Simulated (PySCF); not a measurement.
## Correlation energy of Sn²⁺ (tin, charge +2)

[Kr] 4d10 5s1 6s1, high-spin 3S determinant (an excited configuration). Calculation: PySCF 2.14, in aug-cc-pVQZ-DK3 (9s8p6d3f2g, 102 functions); scalar relativity by spin-free X2C-1e. Frozen: [Kr] 4d10; 2 electrons correlated.

With two correlated electrons CCSD is exact within the correlated space (frozen core and kept virtual orbitals).

```tsv
level	correlation energy (mhartree)
CCSD	-7.14
```

Diagnostics: T1 = 0.0067, D1 = 0.0132, largest double amplitude 0.057.

**Question.** Is a single reference adequate?

**Answer.** Yes, within this model without spin-orbit coupling: T1 lies below 0.03 and no double amplitude reaches 0.07.
